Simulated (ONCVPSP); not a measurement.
**Pseudopotential generation for La (Z = 57): ONCV, PW91, scalar-relativistic.**

```json
{
  "Element": "lanthanum (La)",
  "Generator": "ONCVPSP 4.0.1",
  "Type": "optimised norm-conserving Vanderbilt (ONCV)",
  "Functional": "PW91",
  "Relativity": "scalar-relativistic",
  "Frozen core": "[Kr] 4d10",
  "Valence charge": "11",
  "Reference configuration": "5s2 5p6 5d2 6s1",
  "Partial waves": "5s+6s: rc 2.85 bohr, ncon 4, nbas 7, qcut 5.5 1/bohr, 2 projectors; 5p: rc 2.00 bohr, ncon 4, nbas 8, qcut 4.8 1/bohr, 2 projectors, debl 1.3 Ha; 5d: rc 2.85 bohr, ncon 4, nbas 7, qcut 3.1 1/bohr, 2 projectors, debl 0.3 Ha; f scattering state at 0.18 Ha: rc 2.70 bohr, ncon 5, nbas 8, qcut 4.2 1/bohr, 2 projectors, debl 1.7 Ha",
  "Local potential": "polynomial inside 1.65 bohr (lpopt 5, dvloc0 6 Ha)",
  "Core correction": "Teter function, fcfact 1.5, rcfact 1.55"
}
```

In the f channel the program set the typed energies aside and used -0.103, 1.597 Ha.

All-electron outer shells of the reference configuration (PW91, scalar-relativistic, ld1.x):

```json
{"shell": "5s", "level (eV)": "-37.39", "outermost node (bohr)": "0.77", "outermost maximum (bohr)": "1.41"}
{"shell": "5p", "level (eV)": "-20.97", "outermost node (bohr)": "0.83", "outermost maximum (bohr)": "1.60"}
{"shell": "6s", "level (eV)": "-3.16", "outermost node (bohr)": "1.87", "outermost maximum (bohr)": "3.93"}
{"shell": "5d", "level (eV)": "-2.18", "outermost node (bohr)": "0.95", "outermost maximum (bohr)": "2.27"}
```

Estimate the cutoffs (Ha) at which the residual kinetic energy of the hardest occupied pseudo-wave falls to 1 and 0.1 mHa per electron.

11 Ha and 39 Ha. The cutoffs count occupied waves only; projector 2 of the f channel, the hardest unoccupied one, needs 46 Ha at the loose tolerance.

Does the potential have ghost states?

Ghosts flagged at negative energy: d at -3.7 eV; GHOST(+) flagged for s at 159.0 eV. A true bound ghost makes a file unfit for plane-wave use.

Which valence shell sets the plane-wave cutoff?

5p: 11 Ha for 1 mHa per electron, against 8 Ha for 5s.

Tests: 5s2 5p6 5d1 6s2; 5s2 5p6 5d1 6s1; 5s2 5p6 5d1 6s0; 5s2 5p5 5d1 6s2. Which has the largest error in its energy relative to the reference configuration, and how large is it?

5s2 5p5 5d1 6s2, with -24 meV (all-electron minus pseudo) on +26.22 eV.
